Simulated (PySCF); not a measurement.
All numbers come from PBE0 in PySCF with B def2-TZVP, S def2-TZVP, I def2-TZVP with ECP28; scalar-relativistic core potentials, no spin–orbit coupling; density-fitted integrals.

```xyz
3
charge 0 multiplicity 1, angstrom
B     0.0000    0.0000   -1.2204
S     0.0000    0.0000   -2.8266
I     0.0000    0.0000    0.8180
```

BSI (singlet), along the line from B1 (at 0) through S2 (at 1.606 Å).

**Question.** Tabulate the fields along this line at -0.48, -0.40, -0.32, -0.24, -0.16, -0.08, 0.08, 0.16, 0.24, 0.32, 0.40, 0.48, 0.56, 0.64, 0.72, 0.80, 0.88, 0.96, 1.04, 1.12, 1.20, 1.28, 1.37, 1.45, 1.53, 1.69, 1.77, 1.85, 1.93, 2.01, 2.09, 2.17, 2.25, 2.33, 2.41, 2.49, 2.57 Å.

**Answer.** 
```json
{"distance (Å)": "-0.48", "electron density (e/Å³)": "1.01", "electron localisation function": "0.244", "electrostatic potential (V)": "42"}
{"distance (Å)": "-0.40", "electron density (e/Å³)": "1.24", "electron localisation function": "0.0791", "electrostatic potential (V)": "58.7"}
{"distance (Å)": "-0.32", "electron density (e/Å³)": "2.28", "electron localisation function": "0.131", "electrostatic potential (V)": "85.5"}
{"distance (Å)": "-0.24", "electron density (e/Å³)": "6.8", "electron localisation function": "0.756", "electrostatic potential (V)": "134"}
{"distance (Å)": "-0.16", "electron density (e/Å³)": "25.9", "electron localisation function": "0.996", "electrostatic potential (V)": "243"}
{"distance (Å)": "-0.08", "electron density (e/Å³)": "108", "electron localisation function": "1", "electrostatic potential (V)": "634"}
{"distance (Å)": "0.08", "electron density (e/Å³)": "108", "electron localisation function": "1", "electrostatic potential (V)": "633"}
{"distance (Å)": "0.16", "electron density (e/Å³)": "25.6", "electron localisation function": "0.993", "electrostatic potential (V)": "242"}
{"distance (Å)": "0.24", "electron density (e/Å³)": "6.8", "electron localisation function": "0.628", "electrostatic potential (V)": "133"}
{"distance (Å)": "0.32", "electron density (e/Å³)": "2.47", "electron localisation function": "0.103", "electrostatic potential (V)": "83.9"}
{"distance (Å)": "0.40", "electron density (e/Å³)": "1.56", "electron localisation function": "0.112", "electrostatic potential (V)": "57.1"}
{"distance (Å)": "0.48", "electron density (e/Å³)": "1.42", "electron localisation function": "0.382", "electrostatic potential (V)": "40.8"}
{"distance (Å)": "0.56", "electron density (e/Å³)": "1.44", "electron localisation function": "0.719", "electrostatic potential (V)": "31"}
{"distance (Å)": "0.64", "electron density (e/Å³)": "1.48", "electron localisation function": "0.836", "electrostatic potential (V)": "25.8"}
{"distance (Å)": "0.72", "electron density (e/Å³)": "1.53", "electron localisation function": "0.857", "electrostatic potential (V)": "24.3"}
{"distance (Å)": "0.80", "electron density (e/Å³)": "1.58", "electron localisation function": "0.836", "electrostatic potential (V)": "26.4"}
{"distance (Å)": "0.88", "electron density (e/Å³)": "1.62", "electron localisation function": "0.75", "electrostatic potential (V)": "32.2"}
{"distance (Å)": "0.96", "electron density (e/Å³)": "1.65", "electron localisation function": "0.515", "electrostatic potential (V)": "42.4"}
{"distance (Å)": "1.04", "electron density (e/Å³)": "1.74", "electron localisation function": "0.199", "electrostatic potential (V)": "58.3"}
{"distance (Å)": "1.12", "electron density (e/Å³)": "2.21", "electron localisation function": "0.0845", "electrostatic potential (V)": "82.2"}
{"distance (Å)": "1.20", "electron density (e/Å³)": "4.37", "electron localisation function": "0.193", "electrostatic potential (V)": "119"}
{"distance (Å)": "1.28", "electron density (e/Å³)": "12.6", "electron localisation function": "0.674", "electrostatic potential (V)": "182"}
{"distance (Å)": "1.37", "electron density (e/Å³)": "38.5", "electron localisation function": "0.859", "electrostatic potential (V)": "306"}
{"distance (Å)": "1.45", "electron density (e/Å³)": "100", "electron localisation function": "0.762", "electrostatic potential (V)": "625"}
{"distance (Å)": "1.53", "electron density (e/Å³)": "283", "electron localisation function": "0.243", "electrostatic potential (V)": "1810"}
{"distance (Å)": "1.69", "electron density (e/Å³)": "284", "electron localisation function": "0.242", "electrostatic potential (V)": "1810"}
{"distance (Å)": "1.77", "electron density (e/Å³)": "102", "electron localisation function": "0.771", "electrostatic potential (V)": "624"}
{"distance (Å)": "1.85", "electron density (e/Å³)": "38.8", "electron localisation function": "0.862", "electrostatic potential (V)": "306"}
{"distance (Å)": "1.93", "electron density (e/Å³)": "12.5", "electron localisation function": "0.677", "electrostatic potential (V)": "181"}
{"distance (Å)": "2.01", "electron density (e/Å³)": "4.21", "electron localisation function": "0.195", "electrostatic potential (V)": "119"}
{"distance (Å)": "2.09", "electron density (e/Å³)": "2", "electron localisation function": "0.082", "electrostatic potential (V)": "81.8"}
{"distance (Å)": "2.17", "electron density (e/Å³)": "1.43", "electron localisation function": "0.187", "electrostatic potential (V)": "57.5"}
{"distance (Å)": "2.25", "electron density (e/Å³)": "1.21", "electron localisation function": "0.512", "electrostatic potential (V)": "40.7"}
{"distance (Å)": "2.33", "electron density (e/Å³)": "1.02", "electron localisation function": "0.777", "electrostatic potential (V)": "28.9"}
{"distance (Å)": "2.41", "electron density (e/Å³)": "0.836", "electron localisation function": "0.871", "electrostatic potential (V)": "20.5"}
{"distance (Å)": "2.49", "electron density (e/Å³)": "0.663", "electron localisation function": "0.896", "electrostatic potential (V)": "14.6"}
{"distance (Å)": "2.57", "electron density (e/Å³)": "0.513", "electron localisation function": "0.895", "electrostatic potential (V)": "10.4"}
```

On a grid of 0.08 Å the density has a local minimum along the bond near 0.48 Å from B, at 1.42 e/Å³, where the ELF is 0.38.
